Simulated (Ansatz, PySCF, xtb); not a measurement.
Noncovalent pair: C2H2 (SMILES C#C) (first 4 atoms) with C2H6O (SMILES COC); geometry from B3LYP-D3(BJ)/def2-TZVP, rigid monomers moved along the line of their centres of mass till H4···O6 is 2.44 Å.
(charge 0, multiplicity 1):
```
atom    x (Å)    y (Å)    z (Å)
----  -------  -------  -------
C      0.5363   0.0417  -0.2194
C      0.0530   0.0058   0.8766
H      0.9640   0.0733  -1.1915
H     -0.3742  -0.0248   1.8575
C     -0.5265   1.3835   4.6735
O     -0.8038   0.0608   4.2578
C      0.0541  -0.8892   4.8584
H      0.4972   1.6773   4.4104
H     -0.6562   1.4922   5.7571
H     -1.2290   2.0390   4.1617
H      1.1034  -0.6953   4.6036
H     -0.2302  -1.8692   4.4794
H     -0.0501  -0.8808   5.9500
```

Interaction energies are E(AB) − E(A) − E(B) at the monomers' geometry in the complex; basis-set methods are counterpoise corrected. Rows marked so take none.

Cores are frozen in the correlated methods. Rows in 6-31G* carry no dispersion term and start afresh at each structure (6-31G* with six Cartesian d functions).

Codes used: Ansatz (Gaussian orbitals); PySCF for 6-31G* rows; xtb for the GFN methods. Values without a source in brackets are computed.

One of these levels gives -2.98 kcal/mol for the interaction energy. Name it.
A. SCS-MP2/aug-cc-pVDZ
B. GFN2-xTB
C. HF/6-31G* (no counterpoise)

C, HF/6-31G* (no counterpoise). The others give -2.17 (GFN2-xTB), -2.53 (SCS-MP2/aug-cc-pVDZ)

Ansatz is a first-principles code.
